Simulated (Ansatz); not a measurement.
This geometry of C$_{2}$H$_{4}$AlB (8 atoms, charge 0, multiplicity 1) is a first-order saddle point.

Computed with Ansatz, RKS PBE0-D4/def2-SVP.

```xyz
8
Properties=species:S:1:pos:R:3
Al -1.055 1.426 -0.804
B 0.089 -0.119 0.068
C 1.081 -0.648 1.041
C 0.533 -1.533 0.188
H -2.063 1.149 -2.010
H -0.959 2.934 -0.290
H 1.801 -0.610 1.861
H 0.573 -2.598 -0.054
```

Problem. Which two structures does it join? (They come from a converged band through this point; their orientation in space is the band's.)

Solution. No bond is made or broken.  The two ends are copies of one structure, up to a mirror image or an exchange of like atoms.

Initial state:

```xyz
8
Properties=species:S:1:pos:R:3
Al -1.114 1.448 -0.637
B 0.086 -0.112 0.049
C 1.398 -0.730 0.402
C 0.309 -1.491 0.575
H -1.468 1.598 -2.186
H -1.710 2.536 0.368
H 2.483 -0.762 0.519
H 0.016 -2.487 0.911
```

Final state:

```xyz
8
Properties=species:S:1:pos:R:3
Al -1.115 1.448 -0.637
B 0.089 -0.110 0.049
C 1.400 -0.725 0.411
C 0.312 -1.492 0.565
H -1.734 2.518 0.371
H -1.453 1.609 -2.188
H 2.483 -0.756 0.541
H 0.018 -2.493 0.888
```

Problem. How far does it lie above each of them?

Solution. 0.129 eV above the first and 0.129 eV above the second. This is the barrier of this one path; another mechanism may lie lower.

The run took 52 s on 1 thread of Intel(R) Xeon(R) 6975P-C (Granite Rapids), with other jobs on the host, peak memory 0.17 GiB.
